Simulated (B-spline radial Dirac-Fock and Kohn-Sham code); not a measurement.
ΔSCF core binding energies without Breit or QED terms, calculated with a B-spline atomic structure program.

A sound run for the Hg⁶⁺ ion in the configuration [Xe] 4f14 5d6: The ground state converged in 10 iterations, with total energy -19639.66232 Ha, virial ratio 1.86768 and highest orbital energy -96.36 eV. ΔSCF binding energies: K (1s) 83652.8 eV, L3 (2p3/2) 12420.6 eV, M5 (3d5/2) 2399.4 eV.

A second run, with one unsound setting: The ground state had not converged after 50 iterations, with total energy -19639.65454 Ha, virial ratio 1.86758 and highest orbital energy -95.62 eV. ΔSCF binding energies: K (1s) 83653.3 eV, L3 (2p3/2) 12421.0 eV, M5 (3d5/2) 2399.8 eV (not all states converged, so these are not final).

```
iter   energy (Ha)        error
   1   -19634.56563341  2.25e+00
   2   -19638.97919305  2.43e-01
   3   -19639.04307776  2.32e-01
   4   -19639.10095787  2.22e-01
   5   -19639.15339409  2.13e-01
   6   -19639.20089578  2.03e-01
   7   -19639.24392542  1.95e-01
   8   -19639.28290287  1.86e-01
   9   -19639.31820912  1.78e-01
  17   -19639.50390817  1.25e-01
  25   -19639.58837574  8.84e-02
  33   -19639.62716377  6.27e-02
  41   -19639.64524537  4.47e-02
  49   -19639.65383840  3.20e-02
  50   -19639.65453641  3.07e-02
```

Question: Which fault fits the second run best?
A. damping too heavy
B. spline order too low
C. nuclear radius in wrong units
D. functional not served

Answer: A. The input had damp = 0.97; ndamp = 100: damp is so close to 1 that the orbitals hardly move in each step.
